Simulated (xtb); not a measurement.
xtb input (GFN2-xTB):

```bash
xtb mol.xyz --gfn 2 --ohess tight --chrg 0 --uhf 0
```
mol.xyz:
```
2

I      1.35609151     0.00997418     0.03970108
I     -1.29941102     0.00175950     0.00549520
```

End of the output:

```
   ------------------------------------------------------------------------
       1    252.37    -0.51102 ( 99.85%)    -0.57691 (  0.15%)    -0.51112
   ------------------------------------------------------------------------

   temp. (K)  partition function   enthalpy   heat capacity  entropy
                                   cal/mol     cal/K/mol   cal/K/mol   J/K/mol
 298.15  VIB   1.42                  303.193      1.758      1.714
         ROT  0.277E+04              592.502      1.987     17.739
         INT  0.393E+04              895.695      3.745     19.453
         TR   0.391E+28             1481.254      4.968     42.475
         TOT                        2376.9486     8.7131    61.9284   259.1085

       T/K    H(0)-H(T)+PV         H(T)/Eh          T*S/Eh         G(T)/Eh
   ------------------------------------------------------------------------
    298.15    0.378791E-02    0.436285E-02    0.294242E-01   -0.250613E-01
Note: The following floating-point exceptions are signalling: IEEE_DENORMAL
normal termination of xtb
   ------------------------------------------------------------------------

         :::::::::::::::::::::::::::::::::::::::::::::::::::::
         ::                  THERMODYNAMIC                  ::
         :::::::::::::::::::::::::::::::::::::::::::::::::::::
         :: total free energy          -7.677492004257 Eh   ::
         ::.................................................::
         :: total energy               -7.652430666057 Eh   ::
         :: zero point energy           0.000574942522 Eh   ::
         :: G(RRHO) w/o ZPVE           -0.025636280721 Eh   ::
         :: G(RRHO) contrib.           -0.025061338200 Eh   ::
         :::::::::::::::::::::::::::::::::::::::::::::::::::::

optimized geometry written to: xtbopt.xyz

           -------------------------------------------------
          | TOTAL ENERGY               -7.652430666057 Eh   |
          | TOTAL ENTHALPY             -7.648067814873 Eh   |
          | TOTAL FREE ENERGY          -7.677492004257 Eh   |
          | GRADIENT NORM               0.000373684290 Eh/α |
          | HOMO-LUMO GAP               2.731379000338 eV   |
           -------------------------------------------------

------------------------------------------------------------------------
------------------------------------------------------------------------
 total:
 SCF:
 ANC optimizer:
 analytical hessian:
```
